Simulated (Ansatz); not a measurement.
Ansatz (a first-principles code) input (B3LYP-D3(BJ)/def2-TZVP):

Ansatz 0.2 input:
```yaml
crystal:
  periodic: [false, false, false]
  atoms:
    - {symbol: Bi, position_ang: [0.06028602, 0.01335987, 1.09988086]}
    - {symbol: Cl, position_ang: [0.93269822, -1.48138060, -0.56775257]}
    - {symbol: Cl, position_ang: [-0.99722786, 1.44143559, -0.51848677]}
basis:
  gaussian:
    orbitals: def2-TZVP
hamiltonian:
  xc: b3lyp
  dispersion: d3bj
total_charge: 1
relax: {f_tol: 0.002, max_steps: 150}
```

Output:

```
Functional definition: B3LYP
integrals: 0.05 GiB planned
931 factors; their error is unknown
mean field: 0.46 GiB planned
mean field evaluation 1: about -30875.6895 eV, gradient 5.2e1 eV
mean field evaluation 2: about -30830.5493 eV, gradient 1.3e2 eV
mean field evaluation 4: about -30883.1814 eV, gradient 7.1e0 eV
mean field evaluation 8: about -30883.3197 eV, gradient 1.2e-1 eV
mean field evaluation 16: about -30883.4361 eV, gradient 2.5e-5 eV
mean field -30883.43614125 eV, -1134.9453446460 hartree, gradient 2.5e-5 eV, S^2 0.000000; 0 other end points of the search recorded, 0 dependent functions left out
the calculation of the forces begins
reference -30883.43637316 eV, -1134.9453531684 hartree; 28, 28 occupied and 96, 96 virtual orbitals, 931 factors
relax step   1: F+E_penalty+E_count = -30883.63847550 eV  Δ(F+E_penalty+E_count) = +0.000e0 eV  max|allowed force component| = 1.074e0 eV/Å  Δτ_max = 0.0000 Å  (31 SCF iters, accepted)
these checks for a lower state are left out or cut short: starts, cluster_reference, orbital_swaps, neighbouring_geometries, increment
integrals: 0.05 GiB planned
931 factors; their error is unknown
mean field: 0.46 GiB planned
mean field -30883.46700661 eV, -1134.9464789270 hartree, gradient 6.6e-6 eV, S^2 0.000000; 0 other end points of the search recorded, 0 dependent functions left out
the calculation of the forces begins
reference -30883.46723834 eV, -1134.9464874430 hartree; 28, 28 occupied and 96, 96 virtual orbitals, 931 factors
relax step   2: F+E_penalty+E_count = -30883.66344629 eV  Δ(F+E_penalty+E_count) = -2.497e-2 eV  max|allowed force component| = 5.986e-1 eV/Å  Δτ_max = 0.1415 Å  (38 SCF iters, accepted)
these checks for a lower state are left out or cut short: starts, cluster_reference, orbital_swaps, neighbouring_geometries, increment
integrals: 0.05 GiB planned
931 factors; their error is unknown
mean field: 0.46 GiB planned
mean field evaluation 32: about -30883.4865 eV, gradient 2.1e-4 eV
mean field -30883.48650812 eV, -1134.9471955944 hartree, gradient 8.4e-6 eV, S^2 0.000000; 0 other end points of the search recorded, 0 dependent functions left out
the calculation of the forces begins
reference -30883.48673988 eV, -1134.9472041114 hartree; 28, 28 occupied and 96, 96 virtual orbitals, 931 factors
relax step   3: F+E_penalty+E_count = -30883.68532858 eV  Δ(F+E_penalty+E_count) = -2.188e-2 eV  max|allowed force component| = 3.748e-2 eV/Å  Δτ_max = 0.0555 Å  (32 SCF iters, accepted)
these checks for a lower state are left out or cut short: starts, cluster_reference, orbital_swaps, neighbouring_geometries, increment
integrals: 0.05 GiB planned
931 factors; their error is unknown
mean field: 0.46 GiB planned
mean field -30883.48648035 eV, -1134.9471945739 hartree, gradient 4.4e-6 eV, S^2 0.000000; 0 other end points of the search recorded, 0 dependent functions left out
the calculation of the forces begins
reference -30883.48671200 eV, -1134.9472030869 hartree; 28, 28 occupied and 96, 96 virtual orbitals, 931 factors
relax step   4: F+E_penalty+E_count = -30883.68576916 eV  Δ(F+E_penalty+E_count) = -4.406e-4 eV  max|allowed force component| = 1.667e-2 eV/Å  Δτ_max = 0.0086 Å  (34 SCF iters, accepted)
these checks for a lower state are left out or cut short: starts, cluster_reference, orbital_swaps, neighbouring_geometries, increment
integrals: 0.05 GiB planned
931 factors; their error is unknown
mean field: 0.46 GiB planned
mean field -30883.48630177 eV, -1134.9471880112 hartree, gradient 4.4e-6 eV, S^2 0.000000; 0 other end points of the search recorded, 0 dependent functions left out
the calculation of the forces begins
reference -30883.48653335 eV, -1134.9471965216 hartree; 28, 28 occupied and 96, 96 virtual orbitals, 931 factors
relax step   5: F+E_penalty+E_count = -30883.68582911 eV  Δ(F+E_penalty+E_count) = -5.995e-5 eV  max|allowed force component| = 7.987e-4 eV/Å  Δτ_max = 0.0042 Å  (34 SCF iters, accepted)
integrals: 0.05 GiB planned
931 factors; their error is unknown
mean field: 0.46 GiB planned
mean field evaluation 64: about -30883.3700 eV, gradient 4.9e-1 eV
mean field -30883.48630177 eV, -1134.9471880112 hartree, gradient 4.5e-6 eV, S^2 0.000000; 1 other end points of the search recorded, 0 dependent functions left out
the calculation of the forces begins
reference -30883.48653335 eV, -1134.9471965216 hartree; 28, 28 occupied and 96, 96 virtual orbitals, 931 factors
Total energy: -30883.68606070 eV, -1134.9545290163 hartree
Atom 0 at     0.055851     0.011798     1.021484 Å, force    -0.000045    -0.000016    -0.000799 eV/Å
Atom 1 at     0.965305    -1.526625    -0.529347 Å, force    -0.000102     0.000197     0.000402 eV/Å
Atom 2 at    -1.025399     1.488242    -0.478496 Å, force     0.000147    -0.000181     0.000396 eV/Å
Dipole moment:     0.030516     0.011009     0.541919 e Å
```
